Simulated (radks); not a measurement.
The boron ion B2+, configuration [He] 2s1 (the NIST ground configuration).

Method: scalar-relativistic Kohn-Sham, PBEsol, spin-unpolarised, spherical densities, finite nucleus; Fermi nuclear charge, rms radius 2.406 fm; without spin polarisation the odd electron is poorly described; computed with a radial shooting solver on a logarithmic mesh with Libxc functionals.

Energy parts (eV):
total: -632.454
kinetic: 630.862
electron-nucleus: -1385.278
Hartree: 205.463
exchange-correlation: -83.502

Orbitals (lengths in bohr, moments of r in powers of bohr; r(max) is where P^2 peaks; r(90%) holds 90 % of the orbital's charge):
\begin{tabular}{lrrrrrr}
orbital & occ. & eigenvalue (eV) & r(max) & r(90%) & <1/r> & <r> \\ \hline
1s & 2 & -210.0204 & 0.2109 & 0.591 & 4.654 & 0.3289 \\
2s & 1 & -31.2791 & 1.380 & 2.54 & 0.8740 & 1.646 \\
\end{tabular}

The highest occupied level is 2s at -31.279 eV. The density falls to 0.001 e/bohr^3 at r = 2.88 bohr.
